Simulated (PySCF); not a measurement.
PySCF job for In(F)(Br)(Me) (CH₃BrFIn), SMILES [F][In]([CH3])[Br], TDDFT-PBE/def2-SVPD. Geometry: B3LYP-D3(BJ)/def2-SVP. The structure was generated by enumeration; whether it is a known compound was not checked. The def2 effective core potentials stand for the cores of In; spin–orbit coupling is left out.

```python
import numpy as np
from pyscf import gto, scf, dft, tdscf

mol = gto.M(
    atom='''
    In   -0.04324728    0.67024533   -0.00000000
    F    -1.93691338    1.21109289    0.00000000
    Br    0.14280367   -1.82099577    0.00000000
    C     1.53394958    2.14003996    0.00000000
    H     2.50515399    1.62991889    0.00000000
    H     1.42217852    2.76141815   -0.89899613
    H     1.42217852    2.76141815    0.89899613
    ''',
    basis='def2-SVPD',
    ecp={'In': 'def2-svp'},
    charge=0,
    spin=0,
    symmetry=True,
    max_memory=1600,
    verbose=4,
)
mf = dft.RKS(mol, xc='pbe').density_fit(auxbasis='def2-universal-jkfit')
mf.grids.level = 3
mf.conv_tol = 1e-9
mf.max_cycle = 100
mf.kernel()
mf.grids = dft.Grids(mol).set(level=1).build(with_non0tab=True)  # coarser grid for the response kernel
td = tdscf.TDDFT(mf)
td.singlet = True
td.nstates = 10
td.conv_tol = 1e-4
td.positive_eig_threshold = 1e-6
td.kernel(x0=td.get_init_guess(mf, 15))
td.analyze()
tt = tdscf.TDA(mf)
tt.singlet = False
tt.nstates = 4
tt.conv_tol = 1e-4
tt.positive_eig_threshold = 1e-6
tt.kernel(x0=tt.get_init_guess(mf, 9))
tt.analyze(verbose=3)
```

Output:

```
PySCF version 2.14.0

[INPUT] verbose = 4
[INPUT] num. atoms = 7
[INPUT] num. electrons = 74
[INPUT] charge = 0
[INPUT] spin (= nelec alpha-beta = 2S) = 0
[INPUT] symmetry True subgroup None
[INPUT] Mole.unit = angstrom
[INPUT] Symbol           X                Y                Z      unit          X                Y                Z       unit  Magmom
[INPUT]  1 In    -0.043247280000   0.670245330000   0.000000000000 AA   -0.081725514832   1.266580109969   0.000000000000 Bohr   0.0
[INPUT]  2 F     -1.936913380000   1.211092890000   0.000000000000 AA   -3.660235815206   2.288633873508   0.000000000000 Bohr   0.0
[INPUT]  3 Br     0.142803670000  -1.820995770000   0.000000000000 AA    0.269859825883  -3.441183279291   0.000000000000 Bohr   0.0
[INPUT]  4 C      1.533949580000   2.140039960000   0.000000000000 AA    2.898744595092   4.044089420025   0.000000000000 Bohr   0.0
[INPUT]  5 H      2.505153990000   1.629918890000   0.000000000000 AA    4.734054940961   3.080100307355   0.000000000000 Bohr   0.0
[INPUT]  6 H      1.422178520000   2.761418150000  -0.898996130000 AA    2.687527903039   5.218324018903  -1.698856472744 Bohr   0.0
[INPUT]  7 H      1.422178520000   2.761418150000   0.898996130000 AA    2.687527903039   5.218324018903   1.698856472744 Bohr   0.0

nuclear repulsion = 354.657124983011
point group symmetry = Cs
symmetry origin: [-3.33481085e-09  3.33481084e-09  0.00000000e+00]
symmetry axis x: [ 1.00000000e+00 -2.14093150e-09  4.15848057e-19]
symmetry axis y: [-2.14093150e-09 -1.00000000e+00  7.25619299e-19]
symmetry axis z: [9.97371502e-19 7.25619325e-19 1.00000000e+00]
num. orbitals of irrep A' = 94
num. orbitals of irrep A" = 46
number of shells = 56
number of NR pGTOs = 243
number of NR cGTOs = 140
basis = def2-SVPD
ecp = {'In': 'def2-svp'}


[settings echo left out]
init E= -2880.83813168436
HOMO (A') = -0.594760671914186  LUMO (A') = -0.55614151872552  gap/eV = 1.05088
cycle= 1 E= -2900.84592876029  delta_E=  -20  |g|= 2.96  |ddm|= 14.6
HOMO (A') = 0.00254547569183738  LUMO (A') = 0.0253796684740202  gap/eV = 0.62135
cycle= 2 E= -2825.36657905265  delta_E= 75.5  |g|= 10.4  |ddm|= 39.8
HOMO (A') = -0.310335332742447  LUMO (A') = -0.187122094521548  gap/eV = 3.35280
cycle= 3 E= -2902.84722009988  delta_E= -77.5  |g|= 1.25  |ddm|= 38.9
HOMO (A') = -0.10027025686925  LUMO (A') = -0.0843210784681159  gap/eV = 0.43400
cycle= 4 E= -2899.95404442053  delta_E= 2.89  |g|=  3.8  |ddm|=  3.6
HOMO (A') = -0.209266988709677  LUMO (A') = -0.0913807012422225  gap/eV = 3.20785
cycle= 5 E= -2903.1208848029  delta_E= -3.17  |g|= 0.485  |ddm|= 2.97
HOMO (A') = -0.278318022075028  LUMO (A') = -0.112883665229482  gap/eV = 4.50170
cycle= 6 E= -2903.15973295437  delta_E= -0.0388  |g|= 0.338  |ddm|=  1.1
HOMO (A') = -0.262481778277668  LUMO (A') = -0.106493730653163  gap/eV = 4.24465
cycle= 7 E= -2903.18021904751  delta_E= -0.0205  |g|= 0.119  |ddm|= 0.433
HOMO (A') = -0.261507767153467  LUMO (A') = -0.105490120076347  gap/eV = 4.24546
cycle= 8 E= -2903.18348816603  delta_E= -0.00327  |g|= 0.054  |ddm|= 0.134
HOMO (A') = -0.259994226402744  LUMO (A') = -0.106874243104969  gap/eV = 4.16661
cycle= 9 E= -2903.18411776628  delta_E= -0.00063  |g|= 0.0142  |ddm|= 0.0488
HOMO (A') = -0.259916620475435  LUMO (A') = -0.106774465768758  gap/eV = 4.16721
cycle= 10 E= -2903.18415781527  delta_E= -4e-05  |g|= 0.00299  |ddm|= 0.013
HOMO (A') = -0.259986155516026  LUMO (A') = -0.106933637132229  gap/eV = 4.16477
cycle= 11 E= -2903.18415979375  delta_E= -1.98e-06  |g|= 0.000773  |ddm|= 0.00286
HOMO (A') = -0.259921690697472  LUMO (A') = -0.106914151630441  gap/eV = 4.16355
cycle= 12 E= -2903.18415994836  delta_E= -1.55e-07  |g|= 7.56e-05  |ddm|= 0.000993
HOMO (A') = -0.259920934427218  LUMO (A') = -0.106912109974409  gap/eV = 4.16358
cycle= 13 E= -2903.18415995025  delta_E= -1.89e-09  |g|= 1.87e-05  |ddm|= 0.000159
HOMO (A') = -0.259922401874466  LUMO (A') = -0.106911766817312  gap/eV = 4.16363
cycle= 14 E= -2903.18415995034  delta_E= -9.09e-11  |g|= 7.31e-06  |ddm|= 3.67e-05
HOMO (A') = -0.25992090740472  LUMO (A') = -0.106912911935794  gap/eV = 4.16356
Extra cycle  E= -2903.18415995028  delta_E= 6e-11  |g|= 1.49e-05  |ddm|= 3.39e-05
converged SCF energy = -2903.18415995028
tot grids = 33320
Overwritten attributes  positive_eig_threshold  of <class 'pyscf.tdscf.rks.CasidaTDDFT'>


******** <class 'pyscf.tdscf.rks.CasidaTDDFT'> for <class 'pyscf.df.df_jk.DFSymAdaptedRKS'> ********
nstates = 10 singlet
deg_eia_thresh = 1.000e-03
wfnsym = None
conv_tol = 0.0001
eigh lindep = 1e-12
eigh level_shift = 0
eigh max_cycle = 100


Excitation energies (eV)
[4.34898114 4.49939062 4.83593834 5.13631698 5.44484005 5.50770206
 5.65653467 6.2183919  6.33450186 6.41384337]

** Singlet excitation energies and oscillator strengths **
Excited State   1:   A'      4.34898 eV    285.09 nm  f=0.0201
      37 -> 38        0.69778
Excited State   2:   A"      4.49939 eV    275.56 nm  f=0.0109
      36 -> 38        0.70579
Excited State   3:   A"      4.83594 eV    256.38 nm  f=0.0008
      37 -> 39       -0.70606
Excited State   4:   A'      5.13632 eV    241.39 nm  f=0.0160
      33 -> 38        0.12833
      35 -> 38        0.41605
      36 -> 39        0.54794
Excited State   5:   A'      5.44484 eV    227.71 nm  f=0.1145
      32 -> 38        0.20576
      33 -> 38        0.33409
      35 -> 38        0.43187
      36 -> 39       -0.38400
Excited State   6:   A"      5.50770 eV    225.11 nm  f=0.0007
      34 -> 38       -0.10164
      35 -> 39       -0.69801
Excited State   7:   A"      5.65653 eV    219.19 nm  f=0.0110
      34 -> 38        0.69826
Excited State   8:   A'      6.21839 eV    199.38 nm  f=0.0849
      32 -> 38       -0.23869
      33 -> 38        0.43528
      34 -> 39        0.45276
      35 -> 38       -0.17827
Excited State   9:   A'      6.33450 eV    195.73 nm  f=0.2372
      32 -> 38        0.44533
      33 -> 38        0.29950
      34 -> 39       -0.18124
      35 -> 38       -0.23573
      35 -> 40       -0.10586
      36 -> 39        0.15741
      37 -> 41       -0.24097
Excited State  10:   A"      6.41384 eV    193.31 nm  f=0.0030
      32 -> 39       -0.11439
      33 -> 39       -0.69551

** Transition electric dipole moments (AU) **
state          X           Y           Z        Dip. S.      Osc.
  1         0.4290      0.0659      0.0000      0.1884      0.0201
  2        -0.0000      0.0000      0.3143      0.0988      0.0109
  3         0.0000     -0.0000      0.0835      0.0070      0.0008
  4        -0.2248     -0.2767      0.0000      0.1271      0.0160
  5        -0.1984     -0.9048      0.0000      0.8581      0.1145
  6        -0.0000      0.0000     -0.0734      0.0054      0.0007
  7         0.0000      0.0000     -0.2822      0.0796      0.0110
  8         0.5160      0.5396      0.0000      0.5574      0.0849
  9         0.1077      1.2315     -0.0000      1.5282      0.2372
 10         0.0000     -0.0000      0.1370      0.0188      0.0030

WARN: ECP detected. Skipping calculation of transition velocity and magnetic dipole moments, which have not yet been implemented.

Overwritten attributes  positive_eig_threshold  of <class 'pyscf.tdscf.rks.TDA'>


******** <class 'pyscf.tdscf.rks.TDA'> for <class 'pyscf.df.df_jk.DFSymAdaptedRKS'> ********
nstates = 4 triplet
deg_eia_thresh = 1.000e-03
wfnsym = None
conv_tol = 0.0001
eigh lindep = 1e-12
eigh level_shift = 0
eigh max_cycle = 100


Excitation energies (eV)
[4.00300034 4.220462   4.46753172 4.73995673]

** Triplet excitation energies and oscillator strengths **
Excited State   1:   A'      4.00300 eV    309.73 nm  f=0.0000
Excited State   2:   A"      4.22046 eV    293.77 nm  f=0.0000
Excited State   3:   A'      4.46753 eV    277.52 nm  f=0.0000
Excited State   4:   A"      4.73996 eV    261.57 nm  f=0.0000
```

The calculation finished and met its thresholds.

Cost: about 50 core-seconds (a rough figure).
